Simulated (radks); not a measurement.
Q: These are the eigenvalues of the occupied orbitals of an atom or ion with whole-number occupations (Ry). All-electron calculation, Dirac Kohn-Sham, LDA (Slater exchange, Perdew-Wang correlation), spin-unpolarised, spherical densities, finite nucleus; Fermi nuclear charge, rms radius of each element as measured or else 0.836 A^(1/3) + 0.57 fm. Program: a radial shooting solver on a logarithmic mesh with Libxc functionals.

1s1/2: -702.5263
2s1/2: -89.09448
2p1/2: -79.02747
2p3/2: -77.27889
3s1/2: -13.23550
3p1/2: -10.01769
3p3/2: -9.77675
3d3/2: -4.36441
3d5/2: -4.33094
4p1/2: -1.71552
4p3/2: -1.69142

Which element is it, and in what charge state? The configuration may be excited. Open shells, if any, are shared by 2j + 1.

A: Z = 30, zinc, charge +2: Zn2+ in [Ar] 3d7 4p3. The list shows which subshells hold electrons but not how many an open one holds; the 1s level, -351.26 hartree, gives Z - s = 26.5 by -(Z - s)^2/2, which with screening and relativity narrows Z to a few neighbours, and the depths of the outer levels then fix element, charge and occupations together.
